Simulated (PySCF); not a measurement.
Compound: C6H8O.
Cartesian coordinates in Å at the GFN2-xTB level; atoms count from 1:
```
atom  x, y, z in Å
O1     2.6189    0.3292   -0.2052
C2     1.2869    0.1169   -0.5325
C3     0.1921    0.9847    0.0450
C4    -1.0385    1.0503   -0.7708
C5    -1.6018   -0.1446   -0.8931
C6    -0.8716   -1.2117   -0.1249
C7     0.3246   -0.4745    0.4505
H8     2.6821    0.5474    0.7312
H9     1.2163   -0.1705   -1.5738
H10    0.4569    1.8097    0.6907
H11   -1.3911    1.9704   -1.2025
H12   -2.4884   -0.3737   -1.4581
H13   -1.5051   -1.6265    0.6643
H14   -0.5725   -2.0367   -0.7757
H15    0.6868   -0.7626    1.4274
```

The closed-shell ground state was solved at several levels (PySCF, density fitting, gas phase, non-relativistic).

| level | basis functions | total energy (Eh) | HOMO (eV) | LUMO (eV) | gap (eV) | dipole (D) |
| --- | --- | --- | --- | --- | --- | --- |
| PBE0/def2-SVPD | 207 | -308.0548 | -6.42 | 0.30 | 6.72 | 1.65 |
| PBE0/pcSseg-1 | 159 | -308.2185 | -6.35 | 0.43 | 6.78 | 1.56 |
| B3LYP/def2-SVPD | 207 | -308.4076 | -6.23 | 0.06 | 6.29 | 1.66 |

Question: What might B3LYP/pcJ-1 (269 basis functions) give for the same quantities?

Answer: Total energy -308.6251 Eh, HOMO -6.11 eV, LUMO 0.23 eV, gap 6.34 eV, dipole 1.58 D.

Question: Over all these levels, which gives the widest orbital gap and which the narrowest?

Answer: PBE0/pcSseg-1 (global hybrid, 25 % exact exchange) has the widest, 6.78 eV, and B3LYP/def2-SVPD (global hybrid, 20 % exact exchange) the narrowest, 6.29 eV. Functional and basis both differ between the two, so the spread mixes both effects.

Question: How far do the dipole and the HOMO energy spread over the levels?

Answer: The dipole runs from 1.56 to 1.66 D (mean 1.61 D) and the HOMO from -6.42 to -6.11 eV.

One conformer stands for the species.
